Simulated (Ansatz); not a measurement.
Ideal-gas functions of `OB1N[SiH2]1` at 500 K and 1 bar, from an Ansatz frequency run at PBE0-D4/def2-TZVP.

Molar mass 72.94 g/mol, point group Cs (symmetry number 1), electronic degeneracy 1, moments of inertia 28.88, 129.442, 152.443 u Å². Harmonic wavenumbers (cm⁻¹, unscaled): 280, 327, 471, 572, 591, 594, 653, 679, 753, 946, 975, 1019, 1175, 1563, 2208, 2213, 3596, 3848.

Use S(trans) = R[1.5 ln M + 2.5 ln T − 1.1517]; rotational temperatures θ = 24.2544 K / I; S(rot) = R[ln(√π/σ · √(T³/θAθBθC)) + 1.5]; for each mode x = 1.438777 ν̃/T, S = R[x/(eˣ − 1) − ln(1 − e⁻ˣ)] and H = RT x/(eˣ − 1); 1 cm⁻¹ = 0.0119627 kJ/mol; R = 8.31446 J/(mol·K).

Question: By hand: the entropy, in J/(mol·K).

Answer: Translation 173.1. Rotation: θ = 0.8398, 0.1874, 0.1591 K, giving 110.1. Vibration, mode by mode: 10.33, 9.12, 6.40, 5.05, 4.83, 4.80, 4.19, 3.95, 3.34, 2.16, 2.02, 1.83, 1.28, 0.51, 0.11, 0.11, 0.00, 0.00, in all 60.0. Electronic 0.0. Sum 343.2 J/(mol·K).

Question: By hand: H − E and G − E in kJ/mol, counted from the electronic energy.

Answer: Zero-point energy ½ × 22463 × 0.0119627 = 134.4; thermal vibration 18.9; translation, rotation and pV give 4 RT = 16.6. H − E = 169.9 kJ/mol, and G − E = 169.9 − 500 × 343.2/1000 = -1.7 kJ/mol.

Vibration gives 17 % of the entropy. The sum counts one conformer and one mirror image; others add a mixing term.
